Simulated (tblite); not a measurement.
Compound: C₅H₇FNP.
Structure used (GFN2-xTB), in Å, numbered top down from 1:
```
atom  x, y, z in Å
C1    -1.9079    0.5696   -0.1984
C2    -1.0454   -0.4997    0.4674
N3     0.3342   -0.3862    0.0563
C4     0.8650   -0.9940   -1.0348
P5     2.5078   -0.6023   -1.3301
C6     2.4712    0.4446    0.0860
C7     1.2414    0.4152    0.6582
F8     0.8470    1.0842    1.7542
H9    -1.5639    1.5614    0.0852
H10   -2.9422    0.4579    0.1144
H11   -1.8549    0.4801   -1.2812
H12   -1.4004   -1.4969    0.1956
H13   -1.0924   -0.3927    1.5544
H14    0.2429   -1.6583   -1.6067
H15    3.2934    1.0251    0.4576
```

All values are computed: GFN2-xTB (tblite) harmonic vibrations without scaling, gas phase. This tight-binding method is rough: wavenumbers can miss measured ones by several per cent, in bad cases by 10 to 20. One conformer, not necessarily the lowest.

Harmonic wavenumbers (cm⁻¹): 39.2, 110.8, 195.0, 235.2, 287.5, 343.1, 404.6, 454.1, 532.7, 563.4, 597.9, 702.5, 766.9, 791.7, 827.7, 864.9, 952.2, 999.3, 1083.0, 1094.8, 1104.9, 1159.0, 1207.4, 1250.2, 1324.0, 1393.8, 1409.7, 1445.7, 1463.3, 1486.3, 1493.2, 1540.9, 2973.5, 2978.8, 3041.3, 3047.7, 3053.8, 3127.9, 3155.3.

A = 2886, B = 1426, C = 1036 MHz; mass 131.030 u (most abundant isotopes); point group C1, symmetry number 1.

**Question.** What is the zero-point energy?

**Answer.** Half the sum of the wavenumbers: 24752 cm⁻¹ = 296.09 kJ/mol.

**Question.** What is S at 298.15 K and 1 bar for an ideal gas of classical rigid rotors and harmonic oscillators?

**Answer.** Translation 169.66, rotation 120.13, vibration 84.87: S = 374.7 J/(mol K).

**Question.** And Cp and H(298.15 K) − H(0)?

**Answer.** Cp = 130.94 J/(mol K), of which vibrations give 97.69 (their classical limit is 39 R = 324.3); H(298.15 K) − H(0) = 23.66 kJ/mol without the zero-point energy, 13.74 from vibrations.

**Question.** How do the functions run with temperature in this model?

**Answer.** 
```tsv
T (K)	S (J/(mol K))	Cp (J/(mol K))	H − H(0) (kJ/mol)	G − H(0) (kJ/mol)	ln q(vib)
50	239.9	46.1	1.96	-10.04	0.44
100	276.6	61.8	4.65	-23.01	1.19
373.15	406.8	156.5	34.45	-117.36	6.08
500	458.0	193.5	56.75	-172.26	8.51
750	546.8	243.6	111.91	-298.19	13.27
1000	621.5	275.0	177.01	-444.49	17.76
```

q(vib) and H(0) count from the zero-point level.

**Question.** Which modes carry the vibrational entropy at 298.15 K?

**Answer.** 39.2 cm⁻¹: 22.17; 110.8 cm⁻¹: 13.62; 195.0 cm⁻¹: 9.12; 235.2 cm⁻¹: 7.69; 287.5 cm⁻¹: 6.23; 343.1 cm⁻¹: 5.01 J/(mol K); the other 33 give 21.03 together.

**Question.** Blend soft modes into free rotors: weight 1/[1 + (100 cm⁻¹/ν̃)⁴] for the oscillator and the rest for a rotor with moment μB/(μ + B), μ = h/(8π²ν), B = 10⁻⁴⁴ kg m². What vibrational entropy results?

**Answer.** 77.93 J/(mol K) in place of 84.87, which changes −T·S at 298.15 K by +2.07 kJ/mol.

**Question.** What must be added to the electronic energy to get the Gibbs energy at 298.15 K and 1 bar?

**Answer.** ZPE + [H(298.15 K) − H(0)] − T·S = 296.09 + 23.66 − 111.71 = 208.04 kJ/mol.

Hindered rotation and anharmonicity are outside this model. Other conformers, if any are populated, would add a mixing term that is left out. The structure is chiral; the term R ln 2 for an equal mix with its mirror image is left out.
